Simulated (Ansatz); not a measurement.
Geometry optimisation, UHF/def2-SVP in Ansatz.

Input file:

```yaml
crystal:
  periodic: [false, false, false]
  atoms:
    - { symbol: Ge, position_ang: [0.0, 0.0, 0.0] }
    - { symbol: H, position_ang: [0.0, 0.0, 1.8] }
    - { symbol: H, position_ang: [1.4616, 0.0, -0.5162] }
    - { symbol: H, position_ang: [-0.73, 1.2648, -0.5162] }
    - { symbol: H, position_ang: [-0.73, -1.2648, -0.5162] }
    - { symbol: H, position_ang: [0.0, 0.0, 2.76] }
magnetization:
  spin_polarized: true
  initial_magnetization: 1
basis:
  gaussian: { orbitals: def2-SVP }
hamiltonian:
  xc: hf
relax:
  f_tol: 0.15
  max_steps: 25
  restrain:
    - { distance: [1, 5], at: 0.66, k: 30.0 }
    - { distance: [0, 1], at: 2.75, k: 30.0 }
```

Command:

```bash
$ ansatz run input.yaml --threads 1 --pin off --max-ram 2048MiB --backend cpu --events-out ev --progress --plain --runs-dir out
```

**Question.** Where does it end, and by what steps?

**Answer.** The run converged. The restraints hold the end off the free minimum. After 6 steps the energy has fallen by 0.843 eV (the restraints' own energy left out); H2 moved furthest, 0.66 Å. Joined: H2–H6 (0.96 → 0.71 Å).

```
step  energy less start (eV)  largest force component (eV/Å)  accepted
   0                  0.0000                           1.269       yes
   1                 -0.4230                           0.831       yes
   2                 -0.2638                           5.926       yes
   3                 -0.6307                           1.259       yes
   4                 -0.8329                           1.340       yes
   5                 -0.8282                           1.669       yes
   6                 -0.8434                           1.600       yes
```

```xyz
6
Properties=species:S:1:pos:R:3
Ge 0.000 0.000 -0.300
H 0.000 0.000 2.462
H 1.457 0.000 -0.775
H -0.728 1.262 -0.775
H -0.728 -1.262 -0.775
H 0.000 0.000 3.175
```

Time of the run: 5.4 s on 1 thread of Arm Neoverse V1, on a shared host, peak memory 0.11 GiB.
